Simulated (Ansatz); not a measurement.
Worked example: C5H9AlO2 + GaH2(OH) → C4H7AlO3 + GaH2(CH3)

Species: C5H9AlO2 `[CH3][Al-]1([CH3])[O]C=CC=[O+]1`, singlet; GaH2(OH), singlet; C4H7AlO3 `[CH3][Al-]1([OH])[O]C=CC=[O+]1`, singlet; GaH2(CH3), singlet. The partners trade CH3 for OH: Al–CH3 and Ga–OH bonds give way to Al–OH and Ga–CH3.

Shapes, held fixed at every level: PBE0-D4/def2-TZVP. Flexible molecules stand in one conformer, not always the lowest. Programs: Ansatz 0.2.0. Electronic energies: no zero-point or thermal term.

At CCSD(T)/def2-TZVPP; 1 Eh = 2625.50 kJ/mol:

```
  species   energy (Eh)
 C5H9AlO2   -587.943022
 GaH2(OH)  -2000.413314
 C4H7AlO3   -623.897112
GaH2(CH3)  -1964.481514
```

Task: Work out ΔE of the reaction at this level.

Result: 
1. Products less reactants: (-623.897112) + (-1964.481514) − [(-587.943022) + (-2000.413314)] = -0.022290 Eh = -58.5 kJ/mol.

Other levels give -64.5 (HF/def2-SVP) to -53.7 kJ/mol (MP2/def2-SVP). No measured value is set beside it here. Relativity is left out for Ga. Outer-core shells of Ga are correlated in most correlated rows, in sets that cover them unevenly.
